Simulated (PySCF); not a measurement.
Telling isomers of C$_{8}$H$_{9}$ClSi apart by NMR

Single conformer, isolated molecule, equivalent nuclei averaged, no relativistic terms. Coordinates at the GFN2-xTB level; NMR shieldings at PBE0/pcSseg-1/GIAO; PySCF 2.14.

δ = σ(ref) − σ, references computed at the same level: ¹H, ¹³C against TMS. Where no couplings were computed, multiplicities follow the n + 1 count of equivalent neighbours, and m marks all less simple cases (inequivalent or close neighbours, rings, F or P nearby). Shifts are as computed. Against solution values, carbons near 30 ppm lie about +3 ppm off and those near 130 ppm about +5 ppm; carbons on Cl a further +6 ppm. Of 1309 compounds with measured shifts, 239 miss one by over three times the rms of a fit or turn the order of signals round; such compounds aren't used in these exercises. Carbons bonded to Cl come out too deshielded.

(1) Tabulate the signals of `C#CC#C[C@@H](Cl)[C@@H]1CC[SiH2]1`, `C#C[C@@H](Cl)C=C=C[SiH2]C=C`, `Clc1ccc([SiH]2CC2)cc1`, `C#CC1=C(C[SiH2]Cl)C=CC1`, `C#CCC1=C[SiH2]C=C(Cl)C1` and their relative energies.

(2) What is the quickest way to tell Clc1ccc([SiH]2CC2)cc1 from C#CCC1=C[SiH2]C=C(Cl)C1?

(3) What is the quickest way to tell C#C[C@@H](Cl)C=C=C[SiH2]C=C from C#CCC1=C[SiH2]C=C(Cl)C1?

(4) What is the quickest way to tell C#CC#C[C@@H](Cl)[C@@H]1CC[SiH2]1 from C#C[C@@H](Cl)C=C=C[SiH2]C=C?

Answers

(1) 
```json
{"SMILES": "C#CC#C[C@@H](Cl)[C@@H]1CC[SiH2]1", "carbon types": "3×C 3×CH 2×CH2", "δC": "81.1, 78.4, 77.6, 73.1, 61.5, 39.2, 29.1, 4.3", "δH": "4.81 (m, 1H), 4.61 (m, 1H), 4.59 (d, 1H), 2.70 (m, 1H), 2.52 (m, 1H), 2.10 (m, 1H), 1.61 (s, 1H), 1.43 (m, 1H), 1.28 (m, 1H)", "E rel. (kcal/mol)": "80.9"}
{"SMILES": "C#C[C@@H](Cl)C=C=C[SiH2]C=C", "carbon types": "2×C 5×CH 1×CH2", "δC": "223.2, 148.6, 138.5, 94.0, 86.2, 85.7, 85.0, 55.7", "δH": "6.78 (m, 1H), 6.59 (m, 1H), 6.58 (m, 1H), 5.54 (m, 1H), 5.47 (m, 1H), 5.05 (m, 1H), 4.69 (m, 1H), 4.42 (m, 1H), 2.32 (d, 1H)", "E rel. (kcal/mol)": "85.9"}
{"SMILES": "Clc1ccc([SiH]2CC2)cc1", "carbon types": "2×C 4×CH 2×CH2", "δC": "148.2, 140.2, 135.2, 134.1, -0.2", "δH": "7.56 (m, 2H), 7.54 (m, 2H), 3.60 (m, 1H), 0.86 (m, 2H), 0.79 (m, 2H)", "E rel. (kcal/mol)": "0.0"}
{"SMILES": "C#CC1=C(C[SiH2]Cl)C=CC1", "carbon types": "3×C 3×CH 2×CH2", "δC": "156.5, 144.3, 142.5, 127.1, 96.1, 84.1, 51.1, 23.9", "δH": "6.66 (m, 1H), 6.63 (m, 1H), 4.99 (t, 2H), 3.34 (s, 1H), 3.23 (m, 2H), 2.76 (t, 2H)", "E rel. (kcal/mol)": "7.4"}
{"SMILES": "C#CCC1=C[SiH2]C=C(Cl)C1", "carbon types": "3×C 3×CH 2×CH2", "δC": "160.6, 158.2, 120.8, 120.5, 86.1, 78.0, 43.9, 35.3", "δH": "6.20 (t, 1H), 5.93 (t, 1H), 4.80 (m, 2H), 3.41 (s, 2H), 3.05 (d, 2H), 1.57 (t, 1H)", "E rel. (kcal/mol)": "42.6"}
```

Energies are electronic energies at PBE0/pcSseg-1 on these geometries, without zero-point or thermal terms, each for the one conformer computed, which needn't be the lowest.

(2) Count the carbon signals: 5 against 8. The first has a three-membered-ring carbon (CH2) at -0.2 ppm, the second a terminal alkyne carbon (CH) at 78.0 ppm. Their most deshielded carbons lie at 148.2 and 160.6 ppm. In the proton spectra the most deshielded non-exchanging signals are 7.56 (m, 2H) and 6.20 (t, 1H).

(3) Both give the same number of carbon signals, but DEPT or the intensities differ. The first has a central carbon of an allene (C) at 223.2 ppm, the second a fully substituted alkene carbon (C) at 160.6 ppm. In the proton spectra the most deshielded non-exchanging signals are 6.78 (m, 1H) and 6.20 (t, 1H).

(4) Both give the same number of carbon signals, but DEPT or the intensities differ. The first has an sp3 CH2 in a ring at 29.1 ppm, the second a central carbon of an allene (C) at 223.2 ppm. Their most deshielded carbons lie at 81.1 and 223.2 ppm. In the proton spectra the most deshielded non-exchanging signals are 4.81 (m, 1H) and 6.78 (m, 1H).
